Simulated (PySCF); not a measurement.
Nb³⁺ (niobium, charge +3) across methods

[Kr] 4d2, high-spin 3F determinant. Calculation: PySCF 2.14, in x2c-QZVPPall; scalar relativity by spin-free X2C-1e.

```
method  E (hartree)  mean ε 4p α (eV)  mean ε 4p β (eV)  mean ε 4d α (eV)  Σ⟨r²⟩ (bohr²)   ⟨S²⟩
  TPSS     -3817.53           -65.448           -63.933           -31.824          25.13  2.001
   UHF  -3815.68892           -75.333           -71.647           -37.506          25.17  2.005
 TPSSh     -3817.54           -66.558           -64.843           -32.472          25.11  2.001
  PBE0     -3817.36           -68.012           -66.063           -33.349          25.13  2.001
   LDA     -3813.05           -65.293           -63.957           -31.589          25.21  2.000
   PBE     -3817.27           -65.173           -63.728           -31.702          25.19  2.001
r2SCAN     -3817.67           -66.131           -64.473           -32.023          25.12  2.002
```

Question: Estimate the same row for M06.

Answer: E (hartree) = -3817.69; mean ε 4p α (eV) = -67.837; mean ε 4p β (eV) = -66.385; mean ε 4d α (eV) = -32.740; Σ⟨r²⟩ (bohr²) = 25.17; ⟨S²⟩ = 2.000.
